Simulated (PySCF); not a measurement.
**Fine-structure interval along the 5-electron series**

Calculated with PySCF 2.14 and a two-component X2C-1e Hamiltonian (Gaussian nucleus, no Breit or QED terms), each ion in its own even-tempered basis scaled to its charge; GMP2 freezes nothing and drops the highest virtual spinors. Values in cm⁻¹.

```csv
ion,configuration,GHF (screened spin-orbit),GMP2 (screened spin-orbit),GHF (bare spin-orbit)
Ce⁵³⁺,[He] 2s2 2p1,4020200,4008100,4172900
Nd⁵⁵⁺,[He] 2s2 2p1,4666300,4653300,4838400
```

(1) Fill in the row of Pr⁵⁴⁺.

## Answers

(1) configuration: [He] 2s2 2p1; GHF (screened spin-orbit): 4333500; GMP2 (screened spin-orbit): 4321000; GHF (bare spin-orbit): 4495700.
